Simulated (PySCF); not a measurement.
# How methods differ on the excitation energy of I²⁺

I²⁺ [Kr] 4d10 5s2 5p3 (4S) → I²⁺ [Kr] 4d10 5s1 5p4 (4P), as a difference of total energies. All numbers are calculated (PySCF 2.14, scalar relativity by spin-free X2C-1e, in x2c-TZVPPall with one added diffuse shell each of s, p, d, f type (9s7p5d3f, 76 functions)). Correlated levels: valence: [Kr] 4d10 frozen; valence and next inner shell: [Ar] 3d10 frozen. The calculations carry no spin-orbit coupling.

| method | excitation energy (eV) |
| --- | --- |
| UHF | 11.136 |
| LDA | 11.588 |
| PBE | 11.436 |
| PBE0 | 11.410 |
| r2SCAN | 11.169 |
| HSE06 | 11.419 |
| wB97X-V | 11.453 |
| B97-3 | 11.468 |
| BLYP | 11.492 |
| MP2 (valence) | 11.092 |
| SCS-MP2 (valence) | 11.081 |
| MP2 (valence and next inner shell) | 11.480 |
| SCS-MP2 (valence and next inner shell) | 11.390 |

How much does correlation contribute at MP2 (valence and next inner shell)?

11.480 − (11.136) = 0.344 eV, measured against UHF.

A first-order spin-orbit estimate (lowest level to lowest level, LS coupling) adds -0.383 eV.
